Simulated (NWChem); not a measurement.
System: benzonitrile (C7H5N); SMILES c1cc(ccc1)C#N

Parts of the log:

```
             Northwest Computational Chemistry Package (NWChem) 7.3.0
             --------------------------------------------------------

 C2V symmetry detected

                             Geometry "geometry" -> ""
                             -------------------------

 Output coordinates in angstroms (scale by  1.889725989 to convert to a.u.)

  No.       Tag          Charge          X              Y              Z
 ---- ---------------- ---------- -------------- -------------- --------------
    1 N                    7.0000     0.00000000     0.00000000    -3.20321420
    2 C                    6.0000     0.00000000     0.00000000    -2.04365420
    3 C                    6.0000     0.00000000     0.00000000    -0.61039820
    4 C                    6.0000     0.00000000     1.21551000     0.09117880
    5 C                    6.0000     0.00000000     1.20907400     1.48201180
    6 C                    6.0000     0.00000000     0.00000000     2.17787280
    7 C                    6.0000     0.00000000    -1.20907400     1.48201180
    8 C                    6.0000     0.00000000    -1.21551000     0.09117880
    9 H                    1.0000     0.00000000     2.15653400    -0.46220720
   10 H                    1.0000     0.00000000     2.15541100     2.02758380
   11 H                    1.0000     0.00000000     0.00000000     3.27053680
   12 H                    1.0000     0.00000000    -2.15541100     2.02758380
   13 H                    1.0000     0.00000000    -2.15653400    -0.46220720

 Effective nuclear repulsion energy (a.u.)     299.3755227374

      Symmetry information
      --------------------

 Group name             C2v
 Group number             16
 Group order               4
 No. of unique centers     9

                                 NWChem DFT Module
                                 -----------------

 Summary of "ao basis" -> "ao basis" (spherical)
 ------------------------------------------------------------------------------
       Tag                 Description            Shells   Functions and Types
 ---------------- ------------------------------  ------  ---------------------
 N                           3-21g                   5        9   3s2p
 C                           3-21g                   5        9   3s2p
 H                           3-21g                   2        2   2s

      Symmetry analysis of basis
      --------------------------

        a1         40
        a2          4
        b1         12
        b2         26

            General Information
            -------------------
          SCF calculation type: DFT
          Wavefunction type:  closed shell.
          No. of atoms     :    13
          No. of electrons :    54
           Alpha electrons :    27
            Beta electrons :    27
          Charge           :     0
          Spin multiplicity:     1
          Use of symmetry is: on ; symmetry adaption is: on
          Maximum number of iterations: 150
          AO basis - number of functions:    82
                     number of shells:    50
          Convergence on energy requested:  1.00D-06
          Convergence on density requested:  1.00D-05
          Convergence on gradient requested:  5.00D-04

              XC Information
              --------------
                         B3LYP Method XC Potential
                     Hartree-Fock (Exact) Exchange  0.200
                        Slater Exchange Functional  0.800 local
                    Becke 1988 Exchange Functional  0.720 non-local
              Lee-Yang-Parr Correlation Functional  0.810
                  VWN I RPA Correlation Functional  0.190 local

             Grid Information
             ----------------
          Grid used for XC integration:  medium
          Radial quadrature: Mura-Knowles
          Angular quadrature: Lebedev.
          Tag              B.-S. Rad. Rad. Pts. Rad. Cut. Ang. Pts.
          ---              ---------- --------- --------- ---------
          N                   0.65       49          13.0       434
          C                   0.70       49          12.0       434
          H                   0.35       45          12.0       434
          Grid pruning is: on
          Number of quadrature shells:   429
          Spatial weights used:  Erf1

      Superposition of Atomic Density Guess
      -------------------------------------

 Sum of atomic energies:        -318.74069386

      Non-variational initial energy
      ------------------------------

 Total energy =    -323.908350
 1-e energy   =   -1022.113362
 2-e energy   =     398.829489
 HOMO         =      -0.283160
 LUMO         =      -0.023616

      Symmetry analysis of molecular orbitals - initial
      -------------------------------------------------

  Numbering of irreducible representations:

     1 a1          2 a2          3 b1          4 b2

  Orbital symmetries:

     1 a1          2 a1          3 a1          4 b2          5 a1
     6 a1          7 b2          8 a1          9 a1         10 a1
    11 b2         12 a1         13 a1         14 b2         15 a1
    16 a1         17 b2         18 a1         19 b2         20 b1
    21 a1         22 b1         23 b2         24 a1         25 b2
    26 a2         27 b1         28 b1         29 a2         30 b2
    31 b1         32 a1         33 b2         34 a1         35 b1
    36 a1         37 a1

     ---------------------------------------------
      Total Density - Mulliken Population Analysis
     ---------------------------------------------

    Atom       Charge   Shell Charges
 -----------   ------   -------------------------------------------------------
    1 N    7     7.98   1.99  0.44  1.82  1.55  2.17
    2 C    6     5.24   1.99  0.46  1.34  0.64  0.82
    3 C    6     6.00   1.99  0.43  1.49  0.82  1.28
    4 C    6     6.15   1.99  0.44  1.51  0.93  1.29
    5 C    6     6.25   1.99  0.44  1.54  0.93  1.36
    6 C    6     6.21   1.99  0.44  1.52  0.93  1.33
    7 C    6     6.25   1.99  0.44  1.54  0.93  1.36
    8 C    6     6.15   1.99  0.44  1.51  0.93  1.29
    9 H    1     0.76   0.42  0.34
   10 H    1     0.75   0.42  0.33
   11 H    1     0.75   0.42  0.33
   12 H    1     0.75   0.42  0.33
   13 H    1     0.76   0.42  0.34

   convergence    iter        energy       DeltaE   RMS-Dens  Diis-err
 ---------------- ----- ----------------- --------- --------- ---------
 d= 0,ls=0.0,diis     1   -322.5648257750 -6.22D+02  2.34D-02  1.18D+00
 d= 0,ls=0.0,diis     2   -322.3053576918  2.59D-01  2.04D-02  3.40D+00
 d= 0,ls=0.0,diis     3   -322.6807435986 -3.75D-01  3.96D-03  2.52D-01
 d= 0,ls=0.0,diis     4   -322.7063014177 -2.56D-02  1.33D-03  7.57D-03
 d= 0,ls=0.0,diis     5   -322.7071413897 -8.40D-04  5.44D-04  1.59D-03
  Resetting Diis
 d= 0,ls=0.0,diis     6   -322.7073448768 -2.03D-04  1.78D-04  1.95D-04
 d= 0,ls=0.0,diis     7   -322.7073729410 -2.81D-05  5.98D-05  6.67D-06
 d= 0,ls=0.0,diis     8   -322.7073722378  7.03D-07  3.67D-05  1.17D-05
 d= 0,ls=0.0,diis     9   -322.7073737595 -1.52D-06  7.66D-06  3.83D-07
 d= 0,ls=0.0,diis    10   -322.7073738158 -5.63D-08  1.12D-06  7.14D-09

         Total DFT energy =     -322.707373815803
      One electron energy =    -1026.429528581122
           Coulomb energy =      450.863740454305
    Exchange-Corr. energy =      -46.517108426363
 Nuclear repulsion energy =      299.375522737377

 Numeric. integr. density =       53.999997939722

                  Occupations of the irreducible representations
                  ----------------------------------------------

                     irrep           alpha         beta
                     --------     --------     --------
                     a1               15.0         15.0
                     a2                1.0          1.0
                     b1                3.0          3.0
                     b2                8.0          8.0

                       DFT Final Molecular Orbital Analysis
                       ------------------------------------

 Vector   25  Occ=2.000000D+00  E=-3.378127D-01  Symmetry=b2
              MO Center=  8.6D-17, -1.2D-15, -2.2D+00, r^2= 2.7D+00
   Bfn.  Coefficient  Atom+Function         Bfn.  Coefficient  Atom+Function
  ----- ------------  ---------------      ----- ------------  ---------------
     4      0.360163   1 N  py               13      0.324924   2 C  py
    17      0.324434   2 C  py                8      0.319504   1 N  py
    26     -0.158112   3 C  py               22     -0.125919   3 C  py
    31      0.096137   4 C  py               67      0.096137   8 C  py
    32      0.069773   4 C  pz               68     -0.069773   8 C  pz

 Vector   26  Occ=2.000000D+00  E=-2.795043D-01  Symmetry=a2
              MO Center= -2.5D-16,  3.4D-15,  7.7D-01, r^2= 3.0D+00
   Bfn.  Coefficient  Atom+Function         Bfn.  Coefficient  Atom+Function
  ----- ------------  ---------------      ----- ------------  ---------------
    34      0.266132   4 C  px               70     -0.266132   8 C  px
    30      0.257431   4 C  px               43      0.258620   5 C  px
    61     -0.258620   7 C  px               66     -0.257431   8 C  px
    39      0.252068   5 C  px               57     -0.252068   7 C  px

 Vector   27  Occ=2.000000D+00  E=-2.698032D-01  Symmetry=b1
              MO Center=  2.4D-17,  1.1D-15, -3.1D-02, r^2= 4.9D+00
   Bfn.  Coefficient  Atom+Function         Bfn.  Coefficient  Atom+Function
  ----- ------------  ---------------      ----- ------------  ---------------
    25      0.288286   3 C  px               52     -0.274843   6 C  px
    21      0.266963   3 C  px               48     -0.261859   6 C  px
     7     -0.227737   1 N  px                3     -0.224754   1 N  px
    34      0.144307   4 C  px               70      0.144307   8 C  px
    30      0.143036   4 C  px               66      0.143036   8 C  px

[...]
```

Level: B3LYP/3-21G. All runs use the structure optimised with PBE0/def2-SVP.

Which NWChem input produces such a log?

Several could match; the one computed here: the input that was run:
```
start job
memory heap 200 mb stack 900 mb global 1100 mb
geometry units angstroms noautoz
  N      0.000000     0.000000    -3.207836
  C      0.000000     0.000000    -2.048276
  C      0.000000     0.000000    -0.615020
  C      0.000000     1.215510     0.086557
  C      0.000000     1.209074     1.477390
  C      0.000000     0.000000     2.173251
  C      0.000000    -1.209074     1.477390
  C      0.000000    -1.215510     0.086557
  H      0.000000     2.156534    -0.466829
  H      0.000000     2.155411     2.022962
  H      0.000000     0.000000     3.265915
  H      0.000000    -2.155411     2.022962
  H      0.000000    -2.156534    -0.466829
end
basis spherical
  * library 3-21g
end
dft
  xc b3lyp
  iterations 150
  mulliken
end
task dft energy
```
